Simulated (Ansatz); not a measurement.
`C[C](=O)[Al]([CH3])[F]`, relaxed with RKS PBE0-D4/def2-TZVP in the Gaussian-basis code of Ansatz from a PBE-D4/def2-SVP geometry. The force threshold is 0.005 eV/Å; the program also tests the step.

Charge 0, multiplicity 1.

Start:

```xyz
12

C    -0.979   -0.333   -1.715
C    -1.397   -0.443   -0.259
O    -2.525   -0.797    0.061
Al   -0.083   -0.001    1.254
C     1.779    0.572    1.063
F    -0.727   -0.170    2.799
H    -0.096   -0.981   -1.905
H    -0.650    0.706   -1.935
H    -1.813   -0.618   -2.388
H     2.264    0.770    2.040
H     2.378   -0.201    0.534
H     1.849    1.497    0.451
```

Question: By how much does the energy fall, and how many steps does the optimiser take? (Best estimate.)

Answer: Ansatz gave: 5.80 kJ/mol, in 5 steps.

Question: Which bonds change most? (Estimate.)

Answer: The calculation gave: Al4–F6 from 1.682 to 1.649 Å; C2–Al4 from 2.052 to 2.033 Å; C1–H9 from 1.109 to 1.092 Å; C5–H10 from 1.109 to 1.092 Å.

Question: Give the relaxed structure. (Best estimate.)

Answer: Ansatz gave: 
```xyz
12

C    -0.958   -0.326   -1.693
C    -1.379   -0.438   -0.249
O    -2.498   -0.792    0.049
Al   -0.091   -0.004    1.263
C     1.752    0.563    1.041
F    -0.717   -0.165    2.780
H    -0.089   -0.967   -1.876
H    -0.633    0.699   -1.903
H    -1.776   -0.603   -2.361
H     2.240    0.762    1.998
H     2.336   -0.201    0.518
H     1.814    1.472    0.433
```
